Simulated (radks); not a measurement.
Results of a calculation; reference values are marked as such.
Task: All-electron atom: Rb+ in [Kr] (the NIST ground configuration). Level of theory: scalar-relativistic Kohn-Sham, BLYP, spin-polarised, spherical densities, finite nucleus; Fermi nuclear charge, rms radius 4.2036 fm (a radial shooting solver on a logarithmic mesh with Libxc functionals). Some entries of the table are withheld. Estimate them.

| orbital | occ. | eigenvalue (hartree) | <r^2> (bohr^2) | r(max) (bohr) |
|---|---|---|---|---|
| 1s | 2 | -552.8038 | 0.002187 | (1) |
| 2s | 2 | -74.02434 | 0.03729 | 0.1496 |
| 2p | 6 | -65.65697 | 0.02942 | 0.1196 |
| 3s | 2 | -11.15041 | 0.2997 | 0.4509 |
| 3p | 6 | -8.46787 | (2) | 0.4463 |
| 3d | 10 | -4.02876 | 0.3385 | (3) |
| 4s | 2 | -1.37755 | 2.404 | 1.257 |
| 4p | 6 | -0.78921 | 3.426 | 1.423 |

Result: 
(1) 1s r(max) (bohr): 0.02629
(2) 3p <r^2> (bohr^2): 0.3148
(3) 3d r(max) (bohr): 0.3928
